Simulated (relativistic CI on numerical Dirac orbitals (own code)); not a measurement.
# Slater and spin-orbit integrals, Ir LIII

Computed by Dirac-Coulomb-Breit CI, KLI orbitals optimised for each configuration, a model potential for QED, unscaled Slater integrals (own radial code, finite nucleus).

Slater integrals F^k, G^k are unscaled and averaged over j, outside the closed core [Ne]; ζ comes from projecting the Hamiltonian with its Breit term on Σ l·s of the shell.

- 3s2.3p6.3d7: F^2(3d,3d) = 622580, F^4(3d,3d) = 401920, ζ(3d) = 269940 cm⁻¹; <r>(3d) = 0.1639, <r^2>(3d) = 0.03115 (bohr units).
- 3s2.3p5.3d8: ζ(3p) = 2.0729e+06, F^2(3d,3d) = 621720, F^4(3d,3d) = 401330, F^2(3p,3d) = 540720, G^1(3p,3d) = 577790, G^3(3p,3d) = 384790, ζ(3d) = 267930 cm⁻¹; <r>(3p) = 0.1823, <r^2>(3p) = 0.03855, <r>(3d) = 0.1641, <r^2>(3d) = 0.03123 (bohr units).
- 3s2.3p4.3d9: F^2(3p,3p) = 535770, ζ(3p) = 2.0718e+06, F^2(3p,3d) = 540310, G^1(3p,3d) = 577800, G^3(3p,3d) = 384660, ζ(3d) = 265930 cm⁻¹; <r>(3p) = 0.1824, <r^2>(3p) = 0.03861, <r>(3d) = 0.1643, <r^2>(3d) = 0.03131 (bohr units).

(1) Give the Racah parameters of the d shell in 3s2.3p6.3d7.

Averages of the first 10 configurations, taken without configuration mixing, which lowers the lowest level and can move excited configurations by several eV; other configurations of the list can lie among them:

| Configuration | Parity | States | Average energy above the lowest level (eV) |
| --- | --- | --- | --- |
| 3s2.3p6.3d7 | even | 120 | 113.4 |
| 3s2.3p5.3d8 | odd | 270 | 669.8 |
| 3s2.3p4.3d9 | even | 150 | 1234.8 |
| 3s.3p6.3d8 | even | 90 | 1177.3 |
| 3p6.3d9 | even | 10 | 2252.8 |
| 3s.3p5.3d9 | odd | 120 | 1732.0 |
| 3s2.3p6.3d6.4s | even | 420 | 2051.6 |
| 3s2.3p6.3d6.4p | odd | 1260 | 2243.9 |
| 3s2.3p4.3d8.4s | even | 1350 | 3152.7 |
| 3s2.3p6.3d6.4d | even | 2100 | 2455.7 |

Results:

(1) B = F²/49 − 5F⁴/441 = 8149 cm⁻¹ and C = 35F⁴/441 = 31898 cm⁻¹.
